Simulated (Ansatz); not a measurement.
Program: Ansatz. Geometries: PBE0-D4/def2-TZVP. ΔE: electronic, gas phase. CCSD(T)/CBS is the MP2 limit (def2-TZVPP, def2-QZVPP) plus CCSD(T) − MP2 in def2-TZVPP, frozen cores. Functionals use def2-TZVPP. B3LYP here is the variant with VWN-RPA as its local correlation; programs differ in this. One conformer a species, not always the lowest.

Reaction (formal exchange of groups at the Al–N bond): `C[NH][AlH][O][SiH3]` + `CCO[SiH3]` → `[SiH3][O][AlH][O][SiH3]` + ethylmethylamine

CCSD(T)/CBS gives -0.96 eV.

Problem. Another level gave -0.95 eV. Which?
A. PBE-D4/def2-TZVPP
B. B2PLYP/def2-TZVPP
C. HF/def2-TZVPP
D. B3LYP-D4/def2-TZVPP

Solution. B. B2PLYP -0.95, PBE-D4 -0.86, HF/def2-TZVPP -1.02, B3LYP-D4 -0.91 eV.

Largest T1 diagnostic among the species: 0.012.

From PBE to PBE0 (25 % exact exchange), in def2-TZVPP and without D4, ΔE moves by −0.05 eV.
